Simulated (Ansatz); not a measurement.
`FB[SiH3]` + `[SiH3]OCS` → `FB[SiH2]S` + `CO[SiH3]`  (redistribution)

Calculated with Ansatz (gas phase, PBE0-D4/def2-TZVP geometries, no zero-point term in ΔE). CBS: MP2 limit from def2 TZ/QZ plus the TZ coupled-cluster correction, frozen cores. DFT in def2-TZVPP. B3LYP here is the variant with VWN-RPA as its local correlation; programs differ in this. HSE06 is defined as in plane-wave codes. One conformer a species, not always the lowest.

| level | ΔE (kJ/mol) | difference from CCSD(T)/CBS |
| --- | --- | --- |
| LDA (SPW92) | -92.5 | 8.5 |
| PBE-D4 | -98.1 | 2.9 |
| revPBE-D4 | -97.3 | 3.7 |
| BLYP-D4 | -96.3 | 4.7 |
| B97M-V | -103.0 | -2.0 |
| PBE0-D4 | -101.2 | -0.2 |
| B3LYP-D4 | -99.3 | 1.7 |
| r2SCANh-D4 | -103.0 | -2.0 |
| r2SCAN0-D4 | -103.9 | -2.9 |
| HSE06-D4 | -101.4 | -0.4 |
| BHLYP-D4 | -102.9 | -1.9 |
| ωB97X-V | -97.4 | 3.6 |
| ωB97M-V | -99.1 | 1.9 |
| B2PLYP | -99.9 | 1.1 |
| PBE | -97.6 | 3.4 |
| revPBE | -98.7 | 2.3 |
| BLYP | -95.7 | 5.3 |
| r2SCAN | -102.3 | -1.3 |
| PBE0 | -100.8 | 0.2 |
| r2SCANh | -103.0 | -2.0 |
| r2SCAN0 | -103.9 | -2.9 |
| HSE06 | -101.0 | 0.0 |
| BHLYP | -101.2 | -0.2 |
| CAM-B3LYP | -96.4 | 4.6 |
| LC-ωPBE | -99.8 | 1.2 |
| RPA@PBE/def2-TZVPP | -94.1 | 6.9 |
| HF/def2-SVP | -102.5 | -1.5 |
| MP2/def2-SVP | -95.4 | 5.6 |
| CCSD/def2-SVP | -92.7 | 8.3 |
| CCSD(T)/def2-SVP | -91.3 | 9.7 |
| HF/def2-TZVPP | -102.7 | -1.7 |
| MP2/def2-TZVPP | -103.0 | -2.0 |
| SCS-MP2/def2-TZVPP | -100.4 | 0.6 |
| CCSD/def2-TZVPP | -99.3 | 1.7 |
| CCSD(T)/def2-TZVPP | -98.5 | 2.5 |
| MP2/def2-QZVPP | -104.3 | -3.3 |
| SCS-MP2/def2-QZVPP | -101.8 | -0.8 |
| HF/CBS(def2) | -102.3 | -1.3 |
| MP2/CBS(def2) | -105.5 | -4.5 |
| CCSD/CBS(def2) | -101.8 | -0.8 |
| CCSD(T)/CBS | -101.0 | 0 |

Largest T1 diagnostic among the species: 0.014.

Leaving LDA and LC-ωPBE aside and taking each functional with its dispersion term where it has one, the values spread over 7.6 kJ/mol, from r2SCAN0-D4 to BLYP-D4. LDA lies +5.1 kJ/mol from PBE without D4. From PBE to PBE0 (25 % exact exchange), in def2-TZVPP and without D4, ΔE moves by −3.2 kJ/mol.
